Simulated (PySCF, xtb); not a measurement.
Si(H)(PH2)3 (H7P3Si), SMILES P[SiH](P)P. One conformer was computed; it need not be the lowest.

Harmonic wavenumbers (cm⁻¹) from GFN2-xTB (xtb 6.7.1) at its own minimum, in rising order: 68, 77, 90, 93, 101, 132, 362, 477, 479, 542, 554, 662, 679, 697, 699, 708, 725, 1132, 1133, 1135, 2133, 2287, 2300, 2302, 2368, 2384, 2386.

What does B3LYP-D3(BJ)/def2-SVP (PySCF) give at its own minimum? (Estimate from the structure and the level; the computed values follow.)

110, 111, 127, 140, 146, 155, 363, 463, 472, 563, 578, 620, 703, 723, 744, 795, 822, 1088, 1093, 1094, 2200, 2361, 2368, 2370, 2379, 2381, 2382. Paired by order, the mean absolute difference is 38 cm⁻¹ and the zero-point energies are 38.2 and 39.1 kcal/mol.
